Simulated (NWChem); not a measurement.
System: C3H5BO; SMILES OB1C=CC1

```xyz
10

O      0.1128    -1.8960     0.0000
B      0.0584    -0.5498     0.0000
C      1.1281     0.5739     0.0000
C      0.1097     1.4657     0.0000
C     -1.1139     0.5608     0.0000
H     -0.7606    -2.3015     0.0000
H      2.2049     0.7553     0.0000
H      0.1322     2.5657     0.0000
H     -1.7570     0.6477    -0.8932
H     -1.7570     0.6477     0.8932
```
Atoms are numbered in this order, from 1.

Program: NWChem. Pople sets run with spherical d functions. Coordinates come from a PBE0/def2-SVP optimisation. Vertical excitations in the gas phase.

### Question
Estimate the computed values for B3LYP/6-31+G*, full TDDFT. Quantities: lowest excitation, singlet (eV); oscillator strength of that lowest state; lowest state with f > 0.02, singlet (eV); orbital gap (eV).

### Answer
```yaml
lowest excitation, singlet (eV): 5.79
oscillator_strength_of_that_lowest_state: 0.000
lowest state with f > 0.02, singlet (eV): 6.06
orbital gap (eV): 6.52
```
